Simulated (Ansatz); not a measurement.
C3H9O3Sc, SMILES `C[O][Sc]([O]C)[O]C`, relaxed with RKS PBE0-D4/def2-TZVP in Ansatz from a GFN2-xTB geometry. The force threshold is 0.005 eV/Å; the program also tests the step.

The species carries charge 0 and has multiplicity 1.

Start:

```xyz
16

C    -1.323   -1.275    2.794
O    -0.866   -0.721    1.595
Sc   -0.034   -0.085    0.128
O     1.709   -0.461   -0.157
C     2.930   -0.415   -0.841
O    -0.869    0.928   -1.102
C    -1.599    1.718   -1.994
H    -0.506   -1.338    3.527
H    -2.127   -0.652    3.216
H    -1.718   -2.286    2.623
H     3.207   -1.423   -1.186
H     3.721   -0.048   -0.170
H     2.869    0.253   -1.715
H    -2.468    2.168   -1.491
H    -0.967    2.526   -2.390
H    -1.959    1.112   -2.837
```

Q: How much energy does the relaxation release, and in how many steps? (Estimate.)

A: Ansatz gave: 6.33 kcal/mol, in 13 steps, 1 of them rejected.

Q: Which bonds change most? (An estimate is asked.)

A: Ansatz gave: Sc3–O6 from 1.799 to 1.871 Å; O2–Sc3 from 1.803 to 1.872 Å; Sc3–O4 from 1.806 to 1.872 Å; O4–C5 from 1.400 to 1.383 Å.

Q: Give the relaxed structure. (An estimate is asked.)

A: The calculation gave: 
```xyz
16

C    -1.270   -1.250    2.726
O    -0.740   -0.729    1.560
Sc   -0.003   -0.019   -0.006
O     1.797   -0.325   -0.418
C     3.125   -0.532   -0.746
O    -1.060    1.018   -1.151
C    -1.854    1.790   -1.979
H    -0.497   -1.370    3.497
H    -2.053   -0.598    3.134
H    -1.718   -2.237    2.550
H     3.329   -1.597   -0.917
H     3.789   -0.195    0.060
H     3.401    0.012   -1.658
H    -2.717    2.199   -1.437
H    -1.290    2.633   -2.398
H    -2.240    1.200   -2.820
```
